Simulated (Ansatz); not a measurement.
This geometry of AlFH$_{4}$N$_{2}$ (8 atoms, charge 0, multiplicity 1) is a first-order saddle point.

All numbers below come from Ansatz, RKS PBE0/def2-SVP.

```xyz
8
Properties=species:S:1:pos:R:3
N -0.324 1.508 -0.321
Al 0.001 -0.235 -0.463
N 0.380 -1.240 0.932
F -0.041 -1.048 -1.922
H -1.262 1.886 -0.408
H 0.332 2.207 -0.652
H 0.445 -0.899 1.883
H 0.562 -2.236 0.896
```

(1) Which two structures does it join? (They come from a converged band through this point; their orientation in space is the band's.)

(2) How far does it lie above each of them?

Results:

(1) No bond is made or broken. The dihedral H6–N1–Al2–F4 goes from -180 to 0°. The two ends are copies of one structure, up to a mirror image or an exchange of like atoms.

Image 0:

```xyz
8
Properties=species:S:1:pos:R:3
N -0.656 1.404 -0.274
Al -0.189 -0.290 -0.424
N 0.890 -1.122 0.696
F -0.808 -1.160 -1.704
H -1.281 1.876 -0.916
H -0.353 2.044 0.450
H 1.332 -0.715 1.511
H 1.157 -2.094 0.605
```

Image 6:

```xyz
8
Properties=species:S:1:pos:R:3
N -0.655 1.405 -0.275
Al -0.188 -0.289 -0.424
N 0.887 -1.124 0.698
F -0.802 -1.158 -1.708
H -0.356 2.043 0.452
H -1.272 1.880 -0.923
H 1.326 -0.717 1.515
H 1.152 -2.097 0.608
```

(2) 0.196 eV above the first and 0.196 eV above the second. This is the barrier of this one path; another mechanism may lie lower.

Run time: 2.1 min on 1 thread of Intel(R) Xeon(R) Processor @ 2.70GHz, on a shared host, peak memory 0.16 GiB.
